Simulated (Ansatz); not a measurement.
Computed with Ansatz on PBE0-D4/def2-TZVP structures; ΔE is electronic, products minus reactants. CCSD(T)/CBS adds triple-zeta CCSD(T) − MP2 to the extrapolated MP2 energy (def2 sets, frozen cores). This one scheme is used for every species. Functionals use def2-TZVPP. Triplets are unrestricted, without spin–orbit coupling. For Ge outer-core shells are correlated without core-valence functions, which leaves a few kJ/mol of doubt a bond. Scalar relativity is left out up to krypton. One conformer a species, not always the lowest.

Consider the formal loss of a carbene: `CN[BH][GeH3]` → `N[BH][GeH3]` + `[CH2]` (triplet).

CCSD(T)/CBS gives +96.7 kcal/mol.

Problem. Another level gave +91.1 kcal/mol. Which?
A. PBE-D4/def2-TZVPP
B. PBE0/def2-TZVPP
C. HF/def2-TZVPP
D. r2SCAN-D4/def2-TZVPP

Solution. D. r2SCAN-D4 91.1, PBE0 94.9, PBE-D4 98.7, HF/def2-TZVPP 61.2 kcal/mol.

Largest T1 diagnostic among the species: 0.013.

The D4 term adds +2.6 kcal/mol with B3LYP and +1.4 kcal/mol with PBE0; it sums over pairs of atoms, weighted by their polarisabilities, and B3LYP, whose exchange is more repulsive, gets the larger term. From PBE to PBE0 (25 % exact exchange), in def2-TZVPP and without D4, ΔE moves by −2.2 kcal/mol. In def2-TZVPP, CCSD(T) changes the Hartree–Fock value by +33.0 kcal/mol (the triples alone add +2.8 kcal/mol) and MP2 by +35.6 kcal/mol.

B3LYP here is the variant with VWN-RPA as its local correlation; programs differ in this.
